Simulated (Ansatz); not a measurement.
Consider the ligand exchange at the Si–C bond: `[SiH3]C1=CC1` + `C=C[Si](O)(O)O` → `C=C[Si](O)(O)O[SiH3]` + `C1=CC1`.

Calculated with Ansatz (gas phase, PBE0-D4/def2-TZVP geometries, no zero-point term in ΔE). CCSD(T)/CBS adds triple-zeta CCSD(T) − MP2 to the extrapolated MP2 energy (def2 sets, frozen cores). This one scheme is used for every species. DFT in def2-TZVPP. One conformer a species, not always the lowest.

```
             level  ΔE (kJ/mol)
         r2SCAN-D4        -72.9
    MP2/def2-QZVPP        -77.0
SCS-MP2/def2-QZVPP        -81.0
    CCSD/CBS(def2)        -80.8
```

(1) What does CCSD(T)/CBS give? (Estimate.)

Largest T1 diagnostic among the species: 0.012.

## Answers

(1) The calculation gave: -77.7 kJ/mol. The listed levels differ from it by 4.8, 0.7, -3.3, -3.1 kJ/mol.

From PBE to PBE0 (25 % exact exchange), in def2-TZVPP and without D4, ΔE moves by −6.3 kJ/mol. In def2-TZVPP, CCSD(T) changes the Hartree–Fock value by +17.1 kJ/mol (the triples alone add +3.2 kJ/mol) and MP2 by +18.2 kJ/mol.
